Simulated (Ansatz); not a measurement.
O₂Zr (`[O]=[Zr]=[O]`). Total charge 0; spin multiplicity 1. Zr takes the def2 core potential. The geometry is a stationary point of PBE0-D4/def2-TZVP.

```xyz
3

O    -0.138    1.398   -0.418
Zr   -0.264   -0.355   -0.530
O     0.403   -1.043    0.948
```

Problem. What is the dipole moment at B3LYP/def2-TZVPP? (Estimate.)

Solution. The calculation gave: 7.75 D, with components (-2.96, -3.98, -5.95) D in this frame, pointing from negative to positive charge.

Problem. And with PBE, r2SCAN, ωB97M-V? (Estimate.)

Solution. Computed: PBE 7.23 D, r2SCAN 7.66 D, ωB97M-V 8.17 D.

Problem. Give the Mulliken charges with B3LYP, PBE, r2SCAN in def2-TZVPP. (Best estimate.)

Solution. Ansatz gave: 
```
atom  B3LYP    PBE  r2SCAN
  O1  -0.56  -0.50   -0.56
 Zr2   1.13   1.00    1.12
  O3  -0.56  -0.50   -0.56
```

B3LYP here is the variant with VWN-RPA as its local correlation; programs differ in this.
